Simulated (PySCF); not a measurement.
Computed shifts of a molecule CH8N2Si3, KT2/pcSseg-1 (PySCF), GIAO, gas phase, atoms alike by connectivity averaged where their shifts nearly agree, in ppm (number of nuclei): ¹³C: 194.4 (1). ¹⁵N: 451.4 (1), -4.9 (1). ²⁹Si: -61.0 (1), -67.3 (1), -71.8 (1). ¹H: 10.28 (1), 5.71 (1), 5.62 (1), 5.54 (1), 5.39 (1), 5.29 (1), 5.13 (1), -0.37 (1). References: ¹³C against TMS (σ = 185.1 ppm); ¹⁵N against NH3 (σ = 266.2 ppm); ²⁹Si against TMS (σ = 361.9 ppm); ¹H against TMS (σ = 31.47 ppm), references at their B3LYP-D3(BJ)/def2-TZVP geometries, non-relativistic. Geometry optimised at PBE0-D3(BJ)/def2-SVP. One conformer was computed; it need not be the lowest.

Problem. Which molecule gave these data?
(A) N[Si@H]1[SiH2]C=N[SiH2]1
(B) C1=N[SiH2][SiH2]N[SiH2]1
(C) [SiH3][Si@H]1C=N[SiH2]N1
(D) [SiH3]N1[SiH2]C=N[SiH2]1

Solution. B, C1=N[SiH2][SiH2]N[SiH2]1
